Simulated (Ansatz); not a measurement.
C2H6GaGeN, SMILES `C#[C][GeH2][GaH][NH2]`, relaxed with RKS PBE0-D4/def2-TZVP in Ansatz from a GFN2-xTB geometry. The force threshold is 0.005 eV/Å; the program also tests the step.

Charge 0, multiplicity 1.

Start:

```xyz
11

C     0.452   -0.137    3.265
C     0.339   -0.571    2.148
Ge    0.105   -1.150    0.343
Ga   -0.951    0.472   -1.129
N     0.079    1.222   -2.424
H     0.563    0.219    4.251
H    -0.518   -2.530    0.478
H     1.525   -1.461   -0.116
H    -2.439    0.983   -1.137
H     1.068    1.047   -2.570
H    -0.223    1.906   -3.108
```

| step | energy (eV) | largest force (eV/Å) | largest move (Å) |
| --- | --- | --- | --- |
| 1 | -112539.8824 | 0.657 | 0.000 |
| 2 | -112539.9388 | 0.437 | 0.162 |
| 3 | -112539.9552 | 0.327 | 0.079 |
| 4 | -112539.9555 | 0.401 | 0.007 |
| 5 | -112539.9578 | 0.308 | 0.072 |
| 6 | -112539.9601 | 0.224 | 0.027 |
| 7 | -112539.9614 | 0.138 | 0.028 |
| 8 | -112539.9614 | 0.090 | 0.021 |
| 9 | -112539.9621 | 0.028 | 0.024 |
| 10 | -112539.9623 | 0.019 | 0.018 |
| 11 | -112539.9624 | 0.016 | 0.023 |
| 12 | -112539.9624 | 0.017 | 0.027 |
| 13 | -112539.9624 | 0.021 | 0.021 |
| 14 | -112539.9625 | 0.023 | 0.021 |
| 15 | -112539.9626 | 0.014 | 0.018 |
| 16 | -112539.9626 | 0.010 | 0.017 |
| 17 | -112539.9627 | 0.011 | 0.013 |
| 18 | -112539.9627 | 0.010 | 0.012 |
| 19 | -112539.9627 | 0.007 | 0.014 |
| 20 | -112539.9627 | 0.004 | 0.008 |
| 21 | -112539.9627 | 0.003 | 0.005 |

End:

```xyz
11

C     0.346   -0.100    3.213
C     0.317   -0.558    2.097
Ge    0.226   -1.195    0.302
Ga   -0.883    0.510   -1.043
N     0.066    1.182   -2.435
H     0.377    0.292    4.203
H    -0.532   -2.534    0.342
H     1.671   -1.485   -0.145
H    -2.322    1.081   -0.820
H     1.005    0.903   -2.663
H    -0.270    1.904   -3.050
```

It took 31 s on 2 threads of an AMD EPYC 7R13 on a shared host and a share of an NVIDIA H100 80 GB, with 0.9 GiB of host memory at the peak.
